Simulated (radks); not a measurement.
Problem. The europium ion Eu3+, configuration [Kr] 4d10 4f8 5s2 5p4 (not the ground configuration). All-electron calculation, Dirac Kohn-Sham, PBE, spin-unpolarised, spherical densities, finite nucleus; open shells are shared between the two j in proportion to 2j + 1; Fermi nuclear charge, rms radius 5.1115 fm. Program: a radial shooting solver on a logarithmic mesh with Libxc functionals.

Spin-orbit splittings of the eigenvalues, e(l+1/2) - e(l-1/2), with zeta = 2 splitting/(2l+1) and mean radii in bohr:

| shell | occ. | splitting (eV) | zeta (eV) | <r> j=l-1/2 | <r> j=l+1/2 |
|---|---|---|---|---|---|
| 2p | 6 | ? | ? | 0.07906 | 0.08579 |
| 3p | 6 | 132.2 | 88.11 | 0.2388 | 0.2516 |
| 3d | 10 | 28.77 | 11.51 | 0.2235 | 0.2275 |
| 4p | 6 | 28.98 | 19.32 | 0.5804 | 0.6100 |
| 4d | 10 | 5.173 | 2.069 | 0.6513 | 0.6620 |
| 4f | 8 | 0.5959 | 0.1703 | 0.9580 | 0.9730 |
| 5p | 4 | 3.944 | 2.630 | 1.533 | 1.618 |
| 5d | 0 | 0.3814 | 0.1526 | 2.239 | 2.273 |

Estimate the 2p splitting.

Solution. 648.1 eV (zeta = 432.1 eV).
